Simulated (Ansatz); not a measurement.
Frontier orbitals of `CB1[SiH2]S1`.

Total charge 0; spin multiplicity 1. The geometry is a stationary point of PBE0-D4/def2-TZVP. Basis def2-TZVPP, the Gaussian-basis code of Ansatz.

```
 functional  HOMO (eV)  LUMO (eV)  gap (eV)
LDA (SPW92)      -6.04      -2.45      3.59
        PBE      -5.93      -2.26      3.67
     r2SCAN      -6.13      -2.03      4.10
       PBE0      -6.99      -1.34      5.65
      B3LYP      -6.79      -1.48      5.31
    r2SCANh      -6.52      -1.70      4.82
      BHLYP      -7.93      -0.24      7.69
  CAM-B3LYP      -8.23      -0.15      8.08
    ωB97X-V      -9.20       0.85     10.05
    ωB97M-V      -9.01       0.70      9.71
         HF      -9.37       2.26     11.63
```

From PBE to PBE0 the HOMO moves by −1.06 eV and the LUMO by +0.92 eV, and with ωB97M-V by −3.08 and +2.96 eV, so the gap grows from 3.67 to 9.71 eV with exact exchange. A positive LUMO is unbound and depends on the basis.

B3LYP here is the variant with VWN-RPA as its local correlation; programs differ in this.
